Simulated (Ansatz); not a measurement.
The molecule MgBe-, multiplicity 4 (an upper state: multiplicity 2 came lower at CCSD(T)/def2-TZVPP on PBE0 minima).

Seven points along R, fitted to fifth degree in 1/R; most abundant isotopes. Runs in def2 and cc sets follow the lowest solution found near the PBE0 minimum.

Run with Ansatz (an electronic-structure program). 

| level | r_e (Å) | ω_e (cm⁻¹) | B_e (cm⁻¹) | ω_e x_e (cm⁻¹) |
|---|---|---|---|---|
| PBE/def2-TZVPP | 2.334 | 457 | 0.472 | 2.8 |
| PBE0/def2-TZVPP | 2.322 | 472 | 0.477 | 2.6 |
| wB97X-V/def2-TZVPP | 2.426 | 460 | 0.437 | 2.1 |
| CCSD/def2-TZVPP | 2.335 | 462 | 0.472 | 3.0 |
| CCSD(T)/def2-TZVPP | 2.345 | 453 | 0.468 | 2.5 |

Correlated levels freeze the inner cores; with def2 sets outer-core shells near the valence are correlated too.

Doubts at one or more of the structures used: a spin-contaminated determinant (CCSD/def2-TZVPP, CCSD(T)/def2-TZVPP).
